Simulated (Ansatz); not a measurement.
C₂H₅NSi (`N#CC[SiH3]`), relaxed with RKS PBE0-D4/def2-TZVP in Ansatz 0.2.0 from a PBE-D4/def2-SVP geometry. The force threshold is 0.005 eV/Å; the program also tests the step.

Total charge 0; spin multiplicity 1.

Start:

```xyz
9

N     0.983    2.268    1.216
C     0.470    1.225    1.060
C    -0.156   -0.061    0.806
Si   -0.115   -0.537   -1.055
H    -1.213   -0.041    1.148
H     0.361   -0.853    1.390
H    -0.784   -1.875   -1.200
H    -0.856    0.497   -1.849
H     1.310   -0.622   -1.516
```

By how much does the energy fall, and how many steps does the optimiser take? (Best estimate.)

Computed: 5.15 kJ/mol, in 7 steps, 1 of them rejected.

Which bonds change most? (Best estimate.)

Computed: N1–C2 from 1.173 to 1.151 Å; C3–Si4 from 1.922 to 1.901 Å; Si4–H7 from 1.503 to 1.485 Å; Si4–H9 from 1.500 to 1.482 Å.

Give the relaxed structure. (An estimate is asked.)

Ansatz gave: 
```xyz
9

N     0.970    2.235    1.197
C     0.466    1.212    1.043
C    -0.157   -0.067    0.799
Si   -0.113   -0.531   -1.044
H    -1.197   -0.039    1.137
H     0.356   -0.841    1.376
H    -0.774   -1.852   -1.190
H    -0.846    0.494   -1.824
H     1.296   -0.613   -1.494
```
